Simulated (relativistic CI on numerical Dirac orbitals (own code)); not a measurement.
# Cu XXV: computed level list

Method of calculation: Dirac-Coulomb-Breit CI, separate exchange-only KLI orbitals for each configuration, model QED (radiative potential, 1s self-energy scaled to tabulated hydrogen-like ionisation energies), unscaled Slater integrals (own radial code, finite nucleus).

Configurations in the expansion (outside the closed core 1s2): 2s2 2p, 2s 2p2, 2p3, 2p2 3s, 2p2 3p, 2p2 3d, 2s2 3s, 2s2 3p, 2s2 3d, 2s 2p 3s, 2s 2p 3p, 2s 2p 3d, 2s2 4s, 2s2 4p, 2s2 4d, 2s2 4f. Levels of other configurations are missing.

The lowest level is 2s2 2p 2P°_1/2, with 98 % of that term; Hund's rules for 2s2 2p give 2P° with J = 1/2, in agreement.

```
No.  Configuration  Term    J   E (eV)    %  Landé g  Lifetime (s)
  1         2s2 2p   2P°  1/2     0.00   98    0.659              
  2         2s2 2p   2P°  3/2    23.69   98    1.329      1.60e-05
  3         2s 2p2    4P  1/2    59.75   93    2.606      4.41e-09
  4         2s 2p2    4P  3/2    71.95   99    1.720      4.61e-08
  5         2s 2p2    4P  5/2    81.69   89    1.553      5.54e-09
  6         2s 2p2    2D  3/2   112.45   92    0.841      5.86e-11
  7         2s 2p2    2D  5/2   118.82   89    1.238      1.30e-10
  8         2s 2p2    2P  1/2   126.36   66    1.145      1.92e-11
  9         2s 2p2    2S  1/2   151.49   65    1.570      2.15e-11
 10         2s 2p2    2P  3/2   153.34   92    1.292      1.49e-11
 11            2p3   4S°  3/2   187.94   81    1.843      1.82e-11
 12            2p3   2D°  3/2   209.70   75    1.018      3.05e-11
 13            2p3   2D°  5/2   216.18  100    1.195      3.37e-11
 14            2p3   2P°  1/2   236.57   98    0.660      1.65e-11
 15            2p3   2P°  3/2   250.45   73    1.260      1.67e-11
 16         2s2 3s    2S  1/2  1290.14   95    2.000      2.12e-13
 17         2s2 3p   2P°  1/2  1315.86   92    0.666      2.61e-12
 18         2s2 3p   2P°  3/2  1322.55   92    1.334      2.39e-12
 19       2s 2p 3s   4P°  1/2  1341.01   95    2.584      2.09e-13
 20         2s2 3d    2D  3/2  1345.98   95    0.798      3.15e-14
 21       2s 2p 3s   4P°  3/2  1346.49   88    1.685      1.96e-13
 22         2s2 3d    2D  5/2  1347.98   95    1.199      3.30e-14
 23       2s 2p 3s   2P°  1/2  1356.38   94    0.713      2.82e-13
 24       2s 2p 3p    4D  1/2  1363.41   76    0.186      3.41e-13
 25       2s 2p 3s   4P°  5/2  1363.83   98    1.596      1.79e-13
 26       2s 2p 3p    4D  3/2  1368.30   71    1.225      3.76e-13
 27       2s 2p 3s   2P°  3/2  1374.53   89    1.360      2.03e-13
 28       2s 2p 3p    4S  3/2  1374.84   25    1.494      1.96e-13
 29       2s 2p 3p    2P  1/2  1377.56   63    0.683      7.41e-14
 30       2s 2p 3p    4D  5/2  1377.99   84    1.381      5.61e-12
 31       2s 2p 3p    4P  1/2  1379.38   89    2.559      1.67e-12
 32       2s 2p 3p    2D  3/2  1383.21   51    1.267      9.80e-14
 33       2s 2p 3d   4F°  3/2  1390.74   86    0.478      2.54e-13
 34       2s 2p 3p    4P  3/2  1392.88   50    1.497      1.87e-13
 35       2s 2p 3p    4D  7/2  1393.88  100    1.425      9.73e-11
 36       2s 2p 3d   4F°  5/2  1394.24   80    1.081      1.21e-13
 37       2s 2p 3p    4P  5/2  1395.41   58    1.451      2.16e-13
 38       2s 2p 3p    4S  3/2  1397.13   39    1.551      1.49e-13
 39       2s 2p 3d   4P°  5/2  1399.83   46    1.405      3.88e-14
 40       2s 2p 3d   4F°  7/2  1399.92   72    1.271      7.39e-14
 41       2s 2p 3d   4D°  3/2  1401.70   56    1.303      2.62e-14
 42       2s 2p 3d   4D°  1/2  1402.25   82    0.255      2.12e-14
 43       2s 2p 3p    2D  5/2  1404.19   68    1.317      8.58e-14
 44       2s 2p 3s   2P°  3/2  1405.71   70    1.253      7.70e-14
 45       2s 2p 3s   2P°  1/2  1405.76   95    0.686      1.41e-13
 46       2s 2p 3p    2S  1/2  1407.80   79    1.834      6.58e-14
 47       2s 2p 3d   2D°  3/2  1408.89   54    0.984      7.33e-14
 48       2s 2p 3d   2F°  5/2  1410.40   49    1.074      4.11e-14
 49       2s 2p 3d   4F°  9/2  1414.81  100    1.331      1.61e-09
 50       2s 2p 3d   4D°  7/2  1418.46   72    1.373      2.74e-14
 51       2s 2p 3d   4D°  5/2  1419.54   55    1.348      2.72e-14
 52       2s 2p 3d   4P°  3/2  1420.58   64    1.530      2.94e-14
 53       2s 2p 3d   4P°  1/2  1421.06   90    2.426      3.42e-14
 54       2s 2p 3d   2D°  5/2  1424.87   41    1.132      4.24e-14
 55       2s 2p 3d   2P°  3/2  1430.04   67    1.230      4.04e-14
 56       2s 2p 3p    2P  1/2  1430.74   70    0.905      1.71e-13
 57       2s 2p 3p    2D  3/2  1432.08   67    0.961      3.00e-13
 58       2s 2p 3d   2F°  7/2  1433.69   96    1.149      2.57e-14
 59         2p2 3s    4P  1/2  1435.22   63    2.278      3.41e-13
 60       2s 2p 3d   2P°  1/2  1436.13   92    0.660      3.31e-14
 61       2s 2p 3p    2D  5/2  1436.28   90    1.211      4.86e-13
 62       2s 2p 3p    2P  3/2  1438.11   59    1.186      2.32e-13
 63       2s 2p 3p    2S  1/2  1444.31   73    1.961      6.06e-13
 64         2p2 3s    4P  3/2  1449.64   93    1.698      3.52e-13
 65         2p2 3p   4D°  1/2  1454.52   51    0.697      1.19e-13
 66         2p2 3s    4P  5/2  1457.24   71    1.482      2.64e-13
 67         2p2 3s    2P  1/2  1458.32   74    0.918      1.62e-13
 68       2s 2p 3d   2F°  7/2  1459.22   92    1.148      4.70e-14
 69       2s 2p 3d   2F°  5/2  1459.42   86    0.884      2.87e-14
 70       2s 2p 3d   2D°  3/2  1460.71   91    0.826      2.59e-14
```

Energies count from the lowest computed level; ° marks odd parity; lifetimes are radiative, by E1, M1, E2, M2 decay to levels of this space only.

The mean weight of the leading LS term, summed over parents, in these 70 levels is 78 %, and that of the leading jj configuration (from the same eigenvectors) 80 %.

At this charge energies of transitions that change n are usually good to better than 1 %, and those within a shell (Δn = 0) to a few per cent.

LS names give the leading component of a level, which can be under half, so a name can repeat, a term be missing and a line seem to break the LS rules.
